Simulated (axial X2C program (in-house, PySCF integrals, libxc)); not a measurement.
# Worked dissociation energy of TiAs: PBE0, scalar-relativistic

All values were computed with an axial X2C code built on PySCF integrals. Spin-free means the one-electron spin-free X2C Hamiltonian. Basis: As dyall-cv3z [9s9p6d4f1g], Ti dyall-cv3z [10s10p6d4f2g] (cores contracted in-house); Gaussian nuclei, density fitting, unrestricted open shells. Masses: As 74.922 u, Ti 47.948 u.

Molecular state: M_S = 1/2, Λ = 3 (beyond evenly filled blocks: σα, π+α, π+β, π-β, δ+α).

| Item | Value |
| --- | --- |
| E(As) (2M_S = 3, M_L = 0) | -2260.515142 hartree |
| E(Ti) (2M_S = 2, M_L = 0) | -853.525551 hartree |
| E(TiAs) at Re | -3114.119325 hartree |
| ωe | 295.5 cm⁻¹ |
| ωexe | 1.93 cm⁻¹ |

(1) Work out De and D0.

Occupations by symmetry block were frozen at the best pattern of an incomplete PBE0 search. De is counted from the lowest determinant-based energies of the atoms at the same level, without counterpoise correction. PBE0 can misorder states that lie within some tenths of an eV, so this need not be the ground state of the molecule. The nearest other spin-free determinant of the search, M_S = 1/2, Λ = 1, lies 0.07 eV up at the distance of the search. Without a current term, density functionals place determinants with orbital angular momentum somewhat too high. With several unpaired electrons one determinant need not be a pure state. The determinant is spin-polarised beyond a pure state at some levels (its spin-free form has ⟨S²⟩ too high), which makes Re and μ there less reliable.

Each atomic determinant is the lowest at this level and need not be a pure term. Totals compare only within one Hamiltonian and basis.

## Answers

(1) De = -2260.515142 + (-853.525551) − (-3114.119325) = 0.07863 hartree = 2.140 eV. The zero-point energy is ωe/2 − ωexe/4 = 147 cm⁻¹ = 0.018 eV, so D0 = 2.121 eV.
